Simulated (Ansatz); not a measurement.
Compare A (`O[Si@@H]1O[C@@H]1Cl`) with its isomer B (`O=C[SiH](O)Cl`).

Isolated molecules relaxed with PBE0-D4/def2-TZVP in Ansatz; ΔE leaves out vibrations. CCSD(T)/CBS adds triple-zeta CCSD(T) − MP2 to the extrapolated MP2 energy (def2 sets, frozen cores). DFT in def2-TZVPP. B3LYP here is the variant with VWN-RPA as its local correlation; programs differ in this. One conformer a species, not always the lowest.

A:

```xyz
8

O     0.7222   -1.7008    0.3997
Si    0.7140   -0.2590   -0.3359
O     0.5145    1.1337    0.5426
C    -0.6895    0.8655   -0.2233
Cl   -2.0758    0.4020    0.7841
H     0.0459   -1.8553    1.0656
H     1.7547   -0.2762   -1.3702
H    -0.9859    1.6902   -0.8626
```

B:

Z-matrix (Å, degrees):
```
Si
C 1 1.921
Cl 1 2.050 2 105.5
O 1 1.624 2 105.0 3 120.1
H 1 1.476 2 115.4 3 -118.3
O 2 1.208 1 117.3 3 -113.9
H 2 1.112 1 122.9 3 63.8
H 4 0.964 1 113.7 2 -15.4
```

Task: Which is lower in electronic energy at CCSD(T)/CBS, and by how much? (Best estimate.)

Result: Computed: B, by 109.4 kJ/mol.

Task: Give E(B) − E(A) in kJ/mol with BLYP-D4, PBE-D4, B3LYP-D4, B2PLYP, r2SCAN-D4, MP2/def2-TZVPP, CCSD(T)/def2-TZVPP. (Best estimate.)

Result: The calculation gave: BLYP-D4 -116.3, PBE-D4 -100.2, B3LYP-D4 -116.2, B2PLYP -114.3, r2SCAN-D4 -101.7, MP2/def2-TZVPP -105.3, CCSD(T)/def2-TZVPP -112.5. None reverses the order clearly.

Task: Does the order hold for the free energy at 298.15 K (harmonic terms from PBE0-D4)? (An estimate is asked.)

Result: Computed: Yes: G(B) − G(A) = -116.4 kJ/mol, for one conformer each.

Largest T1 diagnostic: 0.014.

At CCSD(T), def2-SVP lies −33.2 kJ/mol from the extrapolated value and def2-TZVPP −3.1 kJ/mol. In def2-TZVPP, CCSD(T) changes the Hartree–Fock value by +32.8 kJ/mol (the triples alone add +3.4 kJ/mol) and MP2 by +40.0 kJ/mol.
